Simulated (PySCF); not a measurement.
[CuI3]-: Cu(II) (d9), charge -1. The structure is a model geometry with rigid ligands and bond lengths from ionic radii, not a minimum; coordination trigonal planar, point group D3h, metal–donor distances 2.61 Å.

The d shell alone is too small an active space for [CuI3]- (Cu(II) with such soft donors has much ligand-hole, Cu(I)-like character): its levels, fitted parameters, g values and moments show what this model gives and aren't sound predictions.

```
4

Cu    0.000    0.000    0.000
I     2.610    0.000    0.000
I    -1.305    2.260    0.000
I    -1.305   -2.260    0.000
```

Method (PySCF 2.14, density fitting): CASSCF(9,5) with orbitals averaged over all microstates of the shell, strongly contracted NEVPT2 on the averaged canonical orbitals; basis x2c-TZVPall on the metal, x2c-SVPall elsewhere; spin-free X2C; gas phase; spin-orbit coupling by state interaction with the mean-field operator over all roots.

(1) Which term lies lowest, and with what spin?

(2) List the excited states of the same spin.

(3) Give the fitted ligand-field and repulsion parameters.

(4) What magnetic behaviour follows?

The geometry is a model, and the complex may not exist in this form. Ligand-hole states mix strongly into such Cu(II) halides; the d shell alone makes them too ionic, overstates g shifts and moments and can put the wrong state lowest. The ground state is orbitally degenerate in this regular structure, which would distort (Jahn–Teller), so its moment is that of the undistorted model. NEVPT2 lifts 2E'' from 2546 to 4253 cm⁻¹; on the d shell alone such lifts tend to overshoot.

The job took 20 s on one thread of Arm Neoverse V2 (shared host), with 156 basis functions, launched as `OMP_NUM_THREADS=1 python lf_run.py task.json out`.

Results:

(1) 2E' (S = 1/2, orbital degeneracy 2), orbital occupations from the lowest 2.0 2.0 2.0 1.5 1.5, by NEVPT2.

(2) By NEVPT2: 2E'' at 4253 cm⁻¹; 2A1' at 4878 cm⁻¹. The strongest, at 4878 cm⁻¹, has f = 5.4e-06.

(3) At NEVPT2 level: orbital energies 0, 625, 625, 4878, 4878 cm⁻¹; ζ = 779 cm⁻¹ (free ion 818).

(4) Degenerate or low-lying orbital states mix with the ground state, so no spin-only Hamiltonian applies. The lowest spin-orbit level is 2-fold, effective g = 0.00, 0.00, 5.76; the next lies at 1276.2 cm⁻¹. μeff is 3.05 μB at 300 K and 2.89 μB at 10 K; the spin-only value is 1.73 μB.
